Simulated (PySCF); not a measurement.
Basis-set dependence of AsF at r²SCAN

PySCF, UKS reference; triplet, unpaired electrons π ↑↑; De to As + F without counterpoise correction.

```json
{"basis": "def2-SVP", "relativity": "no relativity", "functions": "46", "Re (Å)": "1.754", "ωe (cm⁻¹)": "695", "De (eV)": "4.17", "μ (D)": "-1.63"}
{"basis": "def2-TZVPP", "relativity": "no relativity", "functions": "79", "Re (Å)": "1.744", "ωe (cm⁻¹)": "689", "De (eV)": "4.33", "μ (D)": "-1.52"}
{"basis": "def2-TZVPPD", "relativity": "no relativity", "functions": "94", "Re (Å)": "1.745", "ωe (cm⁻¹)": "685", "De (eV)": "4.35", "μ (D)": "-1.48"}
```

**Question.** How does each smaller set differ from the one with most functions, def2-TZVPPD?

**Answer.** def2-SVP: +0.9 pm, +1.5 % in ωe, -0.18 eV in De; def2-TZVPP: -0.1 pm, +0.6 % in ωe, -0.02 eV in De. All at r²SCAN; the set with most functions is neither the basis-set limit nor always the best.

A positive dipole means As(−)F(+). Spin–orbit coupling is left out. The state was picked by a PBE0 search and need not be the measured ground state.
